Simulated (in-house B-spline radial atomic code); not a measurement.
RPA and G0W0 for Zn7+, [Ar] 3d5, highest spin, as one setting changes: the highest l of the empty states. Start: PBE. A dash marks a level of low quasi-particle weight. Computed with an all-electron radial atomic-structure program (B-spline basis): all electrons, scalar-relativistic (spin-free one-electron X2C), finite nucleus, each spin shell either full or empty, empty states to the listed l with an (l + 1/2)⁻⁴ tail; G0W0 by contour deformation at full frequency.

| highest l of the empty states | RPA summed (Eh) | RPA extrapolated (Eh) | G0W0 level (eV) |
| --- | --- | --- | --- |
| 4 | -1.4601 | -1.6353 | 3d up -173.76 |
| 5 | ? | ? | ? |
| 6 | -1.5665 | -1.6251 | 3d up -173.90 |
| 7 | -1.5842 | -1.6204 | 3d up -173.90 |
| 8 | -1.5941 | -1.6175 | 3d up -173.88 |
| 9 | ? | ? | ? |
| 10 | -1.6037 | -1.6151 | 3d up -173.87 |
| 11 | -1.6062 | -1.6145 | 3d up -173.87 |

(1) What belongs in the row for 9?

(2) What belongs in the row for 5?

Results:

(1) RPA summed (Eh): -1.6; RPA extrapolated (Eh): -1.616; G0W0 level (eV): 3d up -173.88.

(2) RPA summed (Eh): -1.5324; RPA extrapolated (Eh): -1.6331; G0W0 level (eV): 3d up -173.90.
